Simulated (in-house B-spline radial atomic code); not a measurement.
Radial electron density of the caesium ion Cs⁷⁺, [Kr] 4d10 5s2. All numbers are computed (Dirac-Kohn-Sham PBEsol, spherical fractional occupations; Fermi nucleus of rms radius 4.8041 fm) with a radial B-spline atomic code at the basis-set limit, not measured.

Columns: r (bohr), 4πr²n(r) (electrons per bohr), bar.

```
 0.00101    2.309 #
 0.00124    3.279 ##
 0.00152    4.617 ##
 0.00187    6.495 ###
 0.00229    8.989 ####
 0.00281    12.35 ######
 0.00344    16.69 ########
 0.00422    22.27 ###########
 0.00518    29.18 ##############
 0.00636    37.34 ##################
  0.0078    46.36 ######################
 0.00957    55.63 ###########################
  0.0117    63.89 ###############################
  0.0144    70.19 ##################################
  0.0177    72.92 ###################################
  0.0217    71.71 ##################################
  0.0266    67.77 ################################
  0.0326    64.06 ###############################
    0.04    64.49 ###############################
  0.0491    71.52 ##################################
  0.0602    83.02 ########################################
  0.0739    92.15 ############################################
  0.0906    91.34 ############################################
   0.111    80.45 ######################################
   0.136    69.18 #################################
   0.167    68.66 #################################
   0.205    76.86 #####################################
   0.252    77.35 #####################################
   0.309    60.17 #############################
   0.379    37.12 ##################
   0.465    26.73 #############
    0.57    29.44 ##############
     0.7    30.62 ###############
   0.858    23.27 ###########
    1.05    13.28 ######
    1.29    6.389 ###
    1.58    3.025 #
    1.94    1.254 #
    2.38   0.3634 
    2.92  0.06072 
    3.59 0.004805 
     4.4 0.0001652 
     5.4 1.938e-06
```

On this grid the curve has 4 maxima, near 0.0177, 0.0739, 0.252, 0.7 bohr.

The 4d5/2 radial function P(r) = rR(r), positive near the nucleus, with its small component Q(r) (sign convention: Q ≈ (P' + κP/r)/2c):

```csv
r (bohr),P,Q
0.00957,0.001906,-0.0001257
0.0144,0.005893,-0.0003846
0.0217,0.01754,-0.00113
0.0326,0.04869,-0.003086
0.0491,0.1242,-0.007714
0.0739,0.2769,-0.01684
0.111,0.5048,-0.03031
0.167,0.6751,-0.04165
0.252,0.4735,-0.03773
0.379,-0.2679,-0.01374
0.57,-1.065,0.01222
0.858,-1.141,0.01818
1.29,-0.5921,0.00921
1.94,-0.1382,0.00202
2.92,-0.01036,0.0001439
```
